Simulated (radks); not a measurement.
The numbers below are computed, except where a source is named.
Polarisability of the cobalt ion Co8+, [Ar] 3d1, at imaginary frequency. Level of theory: scalar-relativistic Kohn-Sham, LB94 model potential, spin-unpolarised, spherical densities, finite nucleus; Fermi nuclear charge, rms radius 3.7875 fm (a radial shooting solver on a logarithmic mesh with Libxc functionals). Response by self-consistent Sternheimer equations with the Hartree and adiabatic LDA kernel, the relativistic mass of each level held fixed and spin-orbit coupling left out.

w (hartree),alpha1(iw) (bohr^3)
0.00266,0.4483
0.0143,0.4483
0.0360,0.4483
0.0697,0.4481
0.118,0.4477
0.186,0.4467
0.280,0.4447
0.413,0.4406
0.605,0.4321
0.892,0.4148
1.35,0.3798
2.12,0.3137
3.59,0.2113
6.94,0.1004
17.5,0.02680

Static values: alpha1 = 0.4483 bohr^3 (0.06643 angstrom^3; uncoupled 0.6810). C6 = 0.5229, triple-dipole C9 = 0.1682 atomic units. One-pole (London) frequency 4 C6 / (3 alpha1^2) = 3.469 hartree, against 6.755 for minus the highest occupied eigenvalue.
